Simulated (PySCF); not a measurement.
**Telling isomers of C₈H₉P apart by NMR**

[PySCF 2.14: geometry: GFN2-xTB; σ from GIAO-PBE0/pcSseg-1; single conformer; rapidly exchanging positions averaged; relativity neglected; isolated molecule]

References, each an isolated molecule treated in the same way: TMS for 1H (31.72 ppm) and 13C (186.93 ppm). Splittings of carbon signals by F and P are missing where no couplings were computed. Where no couplings were computed, multiplicities follow the n + 1 count of equivalent neighbours, and m marks all less simple cases (inequivalent or close neighbours, rings, F or P nearby). Shifts are as computed. Against solution values, carbons near 30 ppm lie about +3 ppm off and those near 130 ppm about +5 ppm. Of 1211 compounds with measured shifts, 218 miss one by over three times the rms of a fit or turn the order of signals round; such compounds aren't used in these exercises.

(1) Tabulate the signals of `c1ccc2c(c1)CPC2`, `C/C=P\c1ccccc1`, `C#CP1C=CC(C)C=C1` and their relative energies.

(2) What is the quickest way to tell c1ccc2c(c1)CPC2 from C#CP1C=CC(C)C=C1?

(3) What is the quickest way to tell C/C=P\c1ccccc1 from C#CP1C=CC(C)C=C1?

(4) What is the quickest way to tell c1ccc2c(c1)CPC2 from C/C=P\c1ccccc1?

Answers

(1) 
```json
{"SMILES": "c1ccc2c(c1)CPC2", "carbon types": "2×C 4×CH 2×CH2", "δC": "149.6, 131.4, 131.0, 33.3", "δH": "7.61 (m, 2H), 7.41 (m, 2H), 3.45 (m, 1H), 3.14 (m, 4H)", "E rel. (kcal/mol)": "0.0"}
{"SMILES": "C/C=P\\c1ccccc1", "carbon types": "1×C 6×CH 1×CH3", "δC": "201.1, 149.3, 138.1, 133.8, 133.8, 24.9", "δH": "8.94 (m, 1H), 7.70 (m, 2H), 7.67 (m, 2H), 7.63 (m, 1H), 2.11 (m, 3H)", "E rel. (kcal/mol)": "24.3"}
{"SMILES": "C#CP1C=CC(C)C=C1", "carbon types": "1×C 6×CH 1×CH3", "δC": "144.1, 135.2, 101.1, 84.8, 37.7, 20.4", "δH": "6.82 (m, 2H), 6.57 (m, 2H), 3.16 (m, 1H), 2.46 (m, 1H), 0.87 (d, 3H)", "E rel. (kcal/mol)": "78.0"}
```

Energies are electronic energies at PBE0/pcSseg-1 on these geometries, without zero-point or thermal terms, each for the one conformer computed, which needn't be the lowest.

(2) Count the carbon signals: 4 against 6. The first has a substituted aromatic carbon (C) at 149.6 ppm, the second an alkyne carbon (C) at 84.8 ppm. Their most deshielded carbons lie at 149.6 and 144.1 ppm. In the proton spectra the most deshielded non-exchanging signals are 7.61 (m, 2H) and 6.82 (m, 2H).

(3) Both give the same number of carbon signals, with the same numbers of each carbon type, so the positions decide. The first has a substituted aromatic carbon (C) at 149.3 ppm, the second an alkyne carbon (C) at 84.8 ppm. Their most deshielded carbons lie at 201.1 and 144.1 ppm. In the proton spectra the most deshielded non-exchanging signals are 8.94 (m, 1H) and 6.82 (m, 2H).

(4) Count the carbon signals: 4 against 6. The first has an sp3 CH2 bonded to P, on an aromatic ring at 33.3 ppm, the second a carbon double-bonded to a heavier main-group atom (CH) at 201.1 ppm. Their most deshielded carbons lie at 149.6 and 201.1 ppm. In the proton spectra the most deshielded non-exchanging signals are 7.61 (m, 2H) and 8.94 (m, 1H).
